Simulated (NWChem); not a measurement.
# GaH2, doublet; SMILES [GaH2]

Computed with NWChem. Spin-unrestricted. In the optimisation the excess spin sits in a1 (C2v, its own frame). This spin state was assumed; another may lie lower. No stability test was run on the SCF state. Each level has its own optimisation; frequencies are unscaled.

For level LDA (Slater exchange, VWN5)/def2-SVP:

```
Quantity       Value
-------------  -----
lowest (cm⁻¹)    708
dipole (D)      0.06
```

Question: How do the values read with level UHF/3-21G instead?

Answer: 
| Property | Value |
|---|---|
| lowest (cm⁻¹) | 806 |
| dipole (D) | 0.46 |
